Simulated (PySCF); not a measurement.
## Steps of a relaxation of LuH3(H2O)

LuH3(H2O) (singlet in the valence; each metal's 4f electrons, 14 of them, lie in its core potential, out of spins and levels; a saddle point, relaxed within its symmetry). PySCF 2.14.0, RKS PBE0, Lu lcecp-1-SVP with ECP60, H def2-SVP, O def2-SVP; non-relativistic Hamiltonian with scalar-relativistic core potentials where named; density fitting; no spin-orbit coupling. Origin of the start: template. Columns: position (Å) and force (eV/Å). Energies are counted from the last step; some of the 19 steps are shown. Forces carry noise of the integration grid, about 0.01 to 0.03 eV/Å.

Run from Python with OMP_NUM_THREADS=2. Where DIIS fails, smearing, a level shift and second-order steps follow.
It took 31 s on 2 threads of Arm Neoverse V2, on a shared host, from the converged density of the start.

```xyz
7
step 0  E = 0.392 eV
Lu    0.1237   -0.1237    0.1237     0.79   -0.79    0.79
H     1.3506    1.1032    1.3506    -0.72   -0.45   -0.69
H    -1.1032   -1.3506    1.3506     0.48    0.70   -0.70
H     1.3506   -1.3506   -1.1032    -0.72    0.69    0.45
O    -1.2533    1.2533   -1.2533    -0.05    0.05   -0.05
H    -1.5939    2.1384   -1.0494     0.11   -0.11    0.10
H    -1.5939    1.0494   -2.1384     0.11   -0.10    0.11
```

```xyz
7
step 6  E = 0.013 eV
Lu    0.1829   -0.2180    0.2180     0.01    0.03   -0.03
H     1.1099    1.2624    1.1617    -0.01   -0.01   -0.01
H    -1.1670   -1.2336    1.2336     0.00   -0.04    0.04
H     1.1099   -1.1617   -1.2624    -0.01    0.01    0.01
O    -1.1412    1.1184   -1.1184    -0.04    0.05   -0.05
H    -1.4068    2.0279   -0.9236     0.03   -0.03    0.00
H    -1.4068    0.9236   -2.0279     0.03    0.00    0.03
```

```xyz
7
step 12  E = 0.003 eV
Lu    0.0991   -0.2462    0.2462    -0.02   -0.01    0.01
H     0.9808    1.3146    1.1001    -0.01   -0.01   -0.01
H    -1.0493   -1.3898    1.3898     0.03    0.03   -0.03
H     0.9808   -1.1001   -1.3146    -0.01    0.01    0.01
O    -1.1931    1.1108   -1.1108    -0.06    0.14   -0.14
H    -1.2687    2.0669   -0.9628     0.03   -0.15    0.01
H    -1.2687    0.9628   -2.0669     0.03   -0.01    0.15
```

Where does the relaxation end?

It converges at step 18 in Cs:
```xyz
7
step 18  E = 0
Lu    0.0724   -0.2526    0.2526
H     0.9243    1.3455    1.0664
H    -1.0178   -1.4180    1.4180
H     0.9243   -1.0664   -1.3455
O    -1.2260    1.0999   -1.0999
H    -1.1981    2.0569   -0.9537
H    -1.1981    0.9537   -2.0569
```

How did the contacts change?


```tsv
contact	start (Å)	end (Å)
Lu1–H2 (H)	2.125	1.985
Lu1–H3 (H)	2.125	1.976
Lu1–H4 (H)	2.125	1.985
Lu1–O5 (H2O)	2.385	2.312
```


An lcecp potential fixes the number of 4f electrons, so in runs with it no electron can move into or out of that shell.
